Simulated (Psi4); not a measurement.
singlet silylene (H2Si), singlet, geometry from GFN2-xTB; PBE0/6-31G*, TDA in Psi4 1.11.

Here is a job for Psi4.
```
memory 2 GB

molecule {
0 1
  Si   -0.00666824   -0.00277970    0.12275926
  H     0.04778718    1.13172388   -0.83406892
  H     0.04556812   -1.09280805   -0.88456070
symmetry c1
}

set basis 6-31g*
set puream true
set save_jk true
set tdscf_states [5]
set tdscf_tda true
set d_convergence 1e-8

energy('td-pbe0')
print_variables()
```

What the program printed (banner, timings and long lists left out):

```
   => Loading Basis Set <=

    Name: 6-31G*
    Role: ORBITAL
    Keyword: BASIS

         ---------------------------------------------------------
                                   SCF
               by Justin Turney, Rob Parrish, Andy Simmonett
                          and Daniel G. A. Smith
                              RKS Reference
         ---------------------------------------------------------

  ==> Geometry <==

    Molecular point group: c1
    Full point group: Cs

    Geometry (in Angstrom), charge = 0, multiplicity = 1:

       Center              X                  Y                   Z               Mass
    ------------   -----------------  -----------------  -----------------  -----------------
         SI          -0.066097552694    -0.001494481843    -0.000000000000    27.976926534650
         H            0.892275642285     1.133011909055     0.000000000000     1.007825032230
         H            0.942572983916    -1.091525532547    -0.000000000000     1.007825032230

  Running in c1 symmetry.

  Rotational constants: A =      9.26414  B =      6.75678  C =      3.90713 [cm^-1]
  Rotational constants: A = 277731.94324  B = 202563.24679  C = 117132.72448 [MHz]
  Nuclear repulsion =   10.214761321934072

  Charge       = 0
  Multiplicity = 1
  Electrons    = 16
  Nalpha       = 8
  Nbeta        = 8

  ==> Algorithm <==

  SCF Algorithm Type is DF.
  DIIS enabled.
  MOM disabled.
  Fractional occupation disabled.
  Guess Type is SAD.
  Energy threshold   = 1.00e-06
  Density threshold  = 1.00e-08
  Integral threshold = 1.00e-12

  ==> Primary Basis <==

  Basis Set: 6-31G*
    Blend: 6-31G*
    Number of shells: 12
    Number of basis functions: 22
    Number of Cartesian functions: 23
    Spherical Harmonics?: true
    Max angular momentum: 2

  ==> DFT Potential <==

   => LibXC <=

    Version 7.1.2
    S. Lehtola, C. Steigemann, M. J. T. Oliveira, and M. A. L. Marques,  SoftwareX 7, 1–5 (2018) (10.1016/j.softx.2017.11.002)

   => Composite Functional: PBE0 <=

    PBE0 Hyb-GGA Exchange-Correlation Functional

    C. Adamo and V. Barone,  J. Chem. Phys. 110, 6158 (1999) (10.1063/1.478522)
    M. Ernzerhof and G. E. Scuseria,  J. Chem. Phys. 110, 5029 (1999) (10.1063/1.478401)

    Deriv               =              1
    GGA                 =           TRUE
    Meta                =          FALSE

    Exchange Hybrid     =           TRUE
    MP2 Hybrid          =          FALSE

   => Exchange Functionals <=

    0.7500   Perdew, Burke & Ernzerhof

   => Exact (HF) Exchange <=

    0.2500               HF

   => Correlation Functionals <=

    1.0000   Perdew, Burke & Ernzerhof

   => LibXC Density Thresholds  <==

    XC_HYB_GGA_XC_PBEH:  1.00E-15

   => Molecular Quadrature <=

    Radial Scheme          =       TREUTLER
    Pruning Scheme         =           NONE
    Nuclear Scheme         =       TREUTLER

    Blocking Scheme        =         OCTREE
    BS radius alpha        =              1
    Pruning alpha          =              1
    Radial Points          =             75
    Spherical Points       =            302
    Total Points           =          65463
    Total Blocks           =            548
    Max Points             =            255
    Max Functions          =             22
    Weights Tolerance      =       1.00E-15

   => Loading Basis Set <=

    Name: (6-31G* AUX)
    Role: JKFIT
    Keyword: DF_BASIS_SCF

  ==> Integral Setup <==

  SCF_SUBTYPE=INCORE selected. In-core MEM_DF algorithm will be used.
  Using in-core AOs.

  ==> MemDFJK: Density-Fitted J/K Matrices <==

    J tasked:                   Yes
    K tasked:                   Yes
    wK tasked:                   No
    Algorithm:                 Core
    Schwarz Cutoff:           1E-12
    Mask sparsity (%):       0.0000
    Fitting Condition:        1E-10

   => Auxiliary Basis Set <=

  Basis Set: (6-31G* AUX)
    Blend: CC-PVDZ-JKFIT
    Number of shells: 54
    Number of basis functions: 158
[...]
  @DF-RKS Final Energy:  -290.45653692088450
    Total Energy =                       -290.4565369208845595
[...]

      5 singlet states with A symmetry

  ==> Seeking the lowest 5 singlet states with A symmetry

                         Generalized Davidson Solver
                               By Ruhee Dcunha

  ==> Options <==

    Max number of iterations        = 60
    Eigenvector tolerance           = 1.0000e-06
    Max number of expansion vectors = 1500

  => Iterations <=
                           Max[D[value]]     Max[|R|]   # vectors
  DavidsonSolver iter   1:   3.53016e-01  4.81794e-02     20
  DavidsonSolver iter   2:   2.61578e-03  2.46758e-03     25
  DavidsonSolver iter   3:   2.70343e-06  9.07081e-05     30
  DavidsonSolver iter   4:   4.77329e-09  2.15130e-06     35
  DavidsonSolver iter   5:   2.22217e-12  8.02540e-07     38      Converged

******************************************************************************************
**********                               WARNING                                **********
**********  Length-gauge rotatory strengths are **NOT** gauge-origin invariant  **********
******************************************************************************************

                                    Excitation Energy         Total Energy        Oscillator Strength             Rotatory Strength
     #   Sym: GS->ES (Trans)        au              eV              au          au (length)    au (velocity)    au (length)    au (velocity)
    ---- -------------------- --------------- --------------- --------------- --------------- --------------- --------------- ---------------
     1        A->A (1 A)       0.08442         2.29727        -290.37211       0.0345          0.0049         -0.0000         -0.0000
     2        A->A (1 A)       0.17743         4.82823        -290.27910       0.0000          0.0000          0.0000          0.0000
     3        A->A (1 A)       0.27987         7.61559        -290.17667       0.3746          0.1564          0.0000          0.0000
     4        A->A (1 A)       0.30981         8.43041        -290.14672       0.1069          0.0801          0.0000          0.0000
     5        A->A (1 A)       0.35294         9.60395        -290.10360       0.1297          0.1005          0.0000          0.0000

Contributing excitations
Only contributions with abs(coeff) > 1.00e-01 will be printed:

Excited State    1 (1 A):   0.08442 au   539.70 nm f = 0.0345
  Sums of squares: Xssq =  1.000000e+00
      8a  ->   9a     0.993386 (98.682%)

Excited State    2 (1 A):   0.17743 au   256.79 nm f = 0.0000
  Sums of squares: Xssq =  1.000000e+00
      7a  ->   9a    -0.999416 (99.883%)

Excited State    3 (1 A):   0.27987 au   162.80 nm f = 0.3746
  Sums of squares: Xssq =  1.000000e+00
      7a  ->  11a     0.227988 ( 5.198%)
      8a  ->  10a     0.965371 (93.194%)

Excited State    4 (1 A):   0.30981 au   147.07 nm f = 0.1069
  Sums of squares: Xssq =  1.000000e+00
      7a  ->  10a    -0.250627 ( 6.281%)
      8a  ->  11a    -0.966934 (93.496%)

Excited State    5 (1 A):   0.35294 au   129.10 nm f = 0.1297
  Sums of squares: Xssq =  1.000000e+00
      7a  ->  10a    -0.159154 ( 2.533%)
      8a  ->  12a    -0.986591 (97.336%)

******************************************************************************************
**********                               WARNING                                **********
**********       The names of excited state variables changed between 1.5       **********
**********     and 1.6. For a quick solution, remove the symmetry specifier     **********
**********   from the variable name. For full details, see 'Notes on Psivars'   **********
**********                        in the documentation.                         **********
******************************************************************************************

  Variable Map:
  ----------------------------------------------------------------------------
[...]
  Array Variable Map:
  ----------------------------------------------------------------------------
[...]
[...]
```
